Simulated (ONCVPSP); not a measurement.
# V: excitation energies, all-electron against ONCV

ONCVPSP 4.0.1 input, shortened (lines: element, Z, core and valence counts, functional; n l f; lmax; l rc ep ncon nbas qcut; lloc lpopt rc5 dvloc0; l nproj debl; icmod fcfact rcfact), PBE, scalar-relativistic:

```
  V 23.00    3    4        4      upf
    1    0    2.00
    2    0    2.00
    2    1    6.00
    3    0    2.00
    3    1    6.00
    3    2    3.00
    4    0    2.00
    2
    0    1.65    0.00    4    8    5.50
    1    1.10    0.00    4    8    8.00
    2    2.10    0.00    5   10    9.00
    4    5    0.75    3.00
    0    3    1.50
    1    2    3.70
    2    2    3.90
    3    3.50    1.40
```

Energies are relative to the spin-unpolarised reference configuration 3s2 3p6 3d3 4s2; without spin polarisation the order of configurations can differ from experiment.

| valence configuration | charge | ΔE all-electron (eV) | error AE − PS (meV) |
| --- | --- | --- | --- |
| 3s2 3p6 3d3 4s1 | +1 | 7.735 | 0.0 |
| 3s2 3p6 3d3 4s0 | +2 | 22.031 | -1.0 |
| 3s2 3p6 3d2 4s0 | +3 | 50.928 | +62 |

**Question.** What are ΔE and the potential's error for 3s2 3p6 3d2 4s2?

**Answer.** ΔE = 10.975 eV all-electron; the error (AE − PS) is +80 meV.

Levels in the configuration 3s2 3p6 3d3 4s0:

```csv
level,all-electron (eV),pseudo (eV)
3s,-86.777,-86.872
3p,-60.583,-60.634
3d,-21.317,-21.355
```
